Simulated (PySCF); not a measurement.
Job for PySCF: R-MP2/6-31G* on H2O (SMILES O) with ghost functions.

```python
from pyscf import gto, scf, dft, mp
from pyscf.data.elements import chemcore

mol = gto.M(
    atom='''
    O     0.27470414   -0.11455422    0.53960396
    H    -0.46269598   -0.44100008    1.07826482
    H    -0.04261553   -0.11150345   -0.36776118
    ghost-C   -0.34637842   -0.33623431    3.58626811
    ghost-O   -1.22531364   -0.76033188    2.88087348
    ghost-H    0.57381896    0.10124780    3.16369545
    ghost-H   -0.42888866   -0.36939542    4.68735173
    ''',
    basis='6-31g*',
    cart=True,
    charge=0, spin=0, verbose=3, max_memory=1800)
mf = scf.RHF(mol)
mf.conv_tol = 1e-8
mf.max_cycle = 100
mf.kernel()
if not mf.converged:
    mf = mf.newton().run(mf.mo_coeff, mf.mo_occ)
pt = mp.MP2(mf, frozen=chemcore(mol)).run()
```

Task: Predict the final total energy.

Result: -76.1981 hartree.
